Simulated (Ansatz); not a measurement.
A CCSD(T) single point on CH8AlBSn (`[BH2][SnH2][AlH][CH3]`).

```yaml
crystal:
  periodic: [false, false, false]
  atoms:
    - {symbol: B, position_ang: [-2.642921, 0.895380, 0.212012]}
    - {symbol: Sn, position_ang: [-0.561297, 1.526850, -0.246247]}
    - {symbol: Al, position_ang: [1.133844, -0.297754, 0.722083]}
    - {symbol: C, position_ang: [1.761514, -1.784477, -0.375734]}
    - {symbol: H, position_ang: [-3.234785, 0.168426, -0.529357]}
    - {symbol: H, position_ang: [-3.159974, 1.202179, 1.244696]}
    - {symbol: H, position_ang: [-0.194937, 3.054127, 0.439011]}
    - {symbol: H, position_ang: [-0.304124, 1.670470, -1.935774]}
    - {symbol: H, position_ang: [1.605102, -0.185554, 2.239192]}
    - {symbol: H, position_ang: [1.329082, -2.721777, -0.005441]}
    - {symbol: H, position_ang: [1.497140, -1.689446, -1.430568]}
    - {symbol: H, position_ang: [2.848256, -1.893625, -0.299773]}
basis:
  gaussian: {orbitals: def2-TZVPP}
correlation: {method: ccsd_t}
output: {orbitals: {seedname: orbitals}}
```

```sh
$ ansatz run in.yaml --threads 4 --pin off --events-out ev --progress --plain --max-ram 10444MiB
```

Output of Ansatz, abridged:

```
Functional definition: HF
1695 factors; integrals over basis functions are off by at most 1.3e-3 eV
mean field evaluation 1: about -14213.7698 eV, gradient 3.0e1 eV
mean field evaluation 2: about -14213.8823 eV, gradient 3.0e1 eV
mean field evaluation 4: about -14216.9064 eV, gradient 3.2e0 eV
mean field evaluation 8: about -14216.9686 eV, gradient 2.0e-1 eV
mean field evaluation 16: about -14216.9691 eV, gradient 2.1e-6 eV
mean field -14216.96907907 eV, -522.4639770482 hartree, gradient 2.1e-6 eV, S^2 0.000000; 1 other end points of the search recorded, 0 dependent functions left out
11 core orbitals not correlated: weight in the atoms' cores, before any rotation towards them, 1.000 or more for the frozen orbitals, at most 0.000 for the correlated occupied ones
reference -14216.96907907 eV, -522.4639770482 hartree; 16, 16 occupied and 239, 239 virtual orbitals, 1695 factors
second order -18.95453444 eV of doubles, -0.00000000 eV of singles
cycle   1  -19.63305579 eV  change   -6.8e-1 eV  update   1.1e-1
cycle   2  -20.21774447 eV  change   -5.8e-1 eV  update   3.2e-2
cycle   3  -20.29897736 eV  change   -8.1e-2 eV  update   1.7e-2
cycle   4  -20.28943584 eV  change    9.5e-3 eV  update   6.1e-3
cycle   5  -20.28724029 eV  change    2.2e-3 eV  update   3.6e-3
cycle   6  -20.28763463 eV  change   -3.9e-4 eV  update   1.5e-3
cycle   7  -20.28744610 eV  change    1.9e-4 eV  update   5.8e-4
cycle   8  -20.28749907 eV  change   -5.3e-5 eV  update   2.3e-4
cycle   9  -20.28762569 eV  change   -1.3e-4 eV  update   9.0e-5
cycle  10  -20.28760590 eV  change    2.0e-5 eV  update   4.2e-5
cycle  11  -20.28759831 eV  change    7.6e-6 eV  update   2.3e-5
perturbative correction -0.65356958 eV, -0.0240182392 hartree
Total energy: -14237.91024696 eV, -523.2335507736 hartree
```

Run time 77 s (4 threads of an INTEL XEON PLATINUM 8581C on a shared host); peak host memory 6.8 GiB.

MP2 recovers 90.5 % of the CCSD(T) correlation energy and the triples give 3.1 %; T1 = 0.0141.
